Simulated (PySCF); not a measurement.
## N (nitrogen, neutral) across methods

[He] 2s1 2p4, high-spin 4P determinant (an excited configuration). All numbers are calculated (PySCF 2.14, the spin-free X2C one-electron Hamiltonian (Gaussian nucleus), in aug-cc-pCVTZ-DK (7s6p4d2f, 59 functions)).

```json
{"method": "PBE0", "E (hartree)": "-54.1814", "mean ε 2s α (eV)": "-23.883", "mean ε 2p α (eV)": "-11.001", "mean ε 2p β (eV)": "-6.403", "Σ⟨r²⟩ (bohr²)": "13.35", "⟨S²⟩": "3.765"}
{"method": "PBE", "E (hartree)": "-54.1797", "mean ε 2s α (eV)": "-20.739", "mean ε 2p α (eV)": "-9.012", "mean ε 2p β (eV)": "-5.279", "Σ⟨r²⟩ (bohr²)": "13.54", "⟨S²⟩": "3.761"}
{"method": "LDA", "E (hartree)": "-53.7729", "mean ε 2s α (eV)": "-20.542", "mean ε 2p α (eV)": "-9.157", "mean ε 2p β (eV)": "-5.152", "Σ⟨r²⟩ (bohr²)": "13.67", "⟨S²⟩": "3.765"}
{"method": "revPBE", "E (hartree)": "-54.2369", "mean ε 2s α (eV)": "-20.775", "mean ε 2p α (eV)": "-8.977", "mean ε 2p β (eV)": "-5.296", "Σ⟨r²⟩ (bohr²)": "13.52", "⟨S²⟩": "3.762"}
{"method": "r2SCAN0", "E (hartree)": "-54.2224", "mean ε 2s α (eV)": "-25.037", "mean ε 2p α (eV)": "-11.530", "mean ε 2p β (eV)": "-6.422", "Σ⟨r²⟩ (bohr²)": "13.30", "⟨S²⟩": "3.773"}
{"method": "TPSS", "E (hartree)": "-54.2518", "mean ε 2s α (eV)": "-21.316", "mean ε 2p α (eV)": "-9.134", "mean ε 2p β (eV)": "-5.380", "Σ⟨r²⟩ (bohr²)": "13.38", "⟨S²⟩": "3.761"}
{"method": "BP86", "E (hartree)": "-54.2435", "mean ε 2s α (eV)": "-20.786", "mean ε 2p α (eV)": "-9.075", "mean ε 2p β (eV)": "-5.535", "Σ⟨r²⟩ (bohr²)": "13.47", "⟨S²⟩": "3.761"}
{"method": "UHF", "E (hartree)": "-54.02941", "mean ε 2s α (eV)": "-33.291", "mean ε 2p α (eV)": "-16.960", "mean ε 2p β (eV)": "-8.206", "Σ⟨r²⟩ (bohr²)": "13.62", "⟨S²⟩": "3.808"}
{"method": "r2SCAN", "E (hartree)": "-54.2302", "mean ε 2s α (eV)": "-22.370", "mean ε 2p α (eV)": "-9.700", "mean ε 2p β (eV)": "-5.330", "Σ⟨r²⟩ (bohr²)": "13.37", "⟨S²⟩": "3.771"}
```
